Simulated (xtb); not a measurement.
C2H6Cl2Si, charge -1, doublet, geometry from GFN2-xTB (a state made from the parent by changing its charge; the spin is typed, not shown lowest). Base run: xtb with GFN2-xTB.

Geometry (Å):
```xyz
11

C      1.4265    -1.0977    -0.3032
Si     0.0121     0.1651    -0.0317
C     -1.5639    -0.7022     0.6262
Cl     0.7631     0.7918     2.1322
Cl    -0.6945     0.1006    -2.2907
H      1.1142    -1.8786    -0.9928
H      2.3073    -0.6201    -0.7240
H      1.7170    -1.5567     0.6386
H     -2.3718     0.0085     0.7789
H     -1.9124    -1.4511    -0.0811
H     -1.3650    -1.1856     1.5797
```
Charge -1, spin multiplicity 2.
All else is at xtb's defaults.
Base energy -18.40939 Eh.

Variants of this job, named by their change:

```
change               ΔE vs base (kcal/mol)  G_solv (kcal/mol)  SCF cycles
-------------------  ---------------------  -----------------  ----------
base                                 0.000                  -          14
alpb = acetonitrile                 -46.81             -47.13          14
acc = 0.0001                         0.000                  -          23
gbsa = methanol                     -50.60             -51.35          14
etemp = 3000                        -0.116                  -          14
acc = 30                             0.000                  -          11
acc = 0.1                            0.000                  -          17
gbsa = toluene                      -45.13             -45.45          14
```

ALPB and GBSA are two models with their own fitted parameters for each solvent, which aren't always the measured dielectric constant.
